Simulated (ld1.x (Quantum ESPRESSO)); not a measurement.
u(r) = r·R(r): atom against pseudo-atom (samarium)

Columns: radius, all-electron u(r) and pseudo u(r) of the 4f shell (level -15.71 eV) of samarium in the configuration [Kr] 4d10 4f6 5s2 5p6 5d0 6s0 6p0; PBE, scalar-relativistic, TM scheme, ld1.x (Quantum ESPRESSO) 7.5.

| r (bohr) | all-electron | pseudo |
| --- | --- | --- |
| 0.185 | 0.2731 | 0.0260 |
| 0.370 | 0.7904 | 0.2943 |
| 0.555 | 0.9994 | 0.8221 |
| 0.740 | 0.9774 | 1.1459 |
| 0.925 | 0.8705 | 1.0735 |
| 1.110 | 0.7488 | 0.8456 |
| 1.295 | 0.6362 | 0.6585 |
| 1.480 | 0.5381 | 0.5395 |
| 1.665 | 0.4545 | 0.4545 |
| 1.850 | 0.3842 | 0.3842 |
| 2.035 | 0.3251 | 0.3251 |
| 2.220 | 0.2755 | 0.2755 |
| 2.405 | 0.2340 | 0.2340 |
| 2.590 | 0.1991 | 0.1991 |
| 2.775 | 0.1697 | 0.1697 |
| 2.960 | 0.1449 | 0.1449 |
| 3.145 | 0.1239 | 0.1239 |
| 3.330 | 0.1060 | 0.1060 |
| 3.515 | 0.0907 | 0.0907 |
| 3.700 | 0.0776 | 0.0776 |
| 3.885 | 0.0664 | 0.0664 |
| 4.070 | 0.0567 | 0.0567 |
| 4.255 | 0.0484 | 0.0484 |
| 4.440 | 0.0413 | 0.0413 |
| 4.625 | 0.0352 | 0.0352 |
| 4.810 | 0.0300 | 0.0300 |

Task: How many radial nodes do the two functions have?

Result: The all-electron 4f function has n − l − 1 = 0; the pseudo-wave has 0.

Task: At about which radius was the pseudo-wave matched?

Result: 1.68 bohr, where the columns begin to agree (steps of 0.18 bohr).

Task: Where does each function peak?

Result: Outermost all-electron maximum near 0.56 bohr, pseudo maximum near 0.74 bohr (to the table’s step).

Task: Is the pseudo-wave norm-conserving?

Result: Yes: the TM scheme keeps the norm inside the radius equal to the all-electron one, which fixes the energy derivative of the logarithmic derivative at the level.
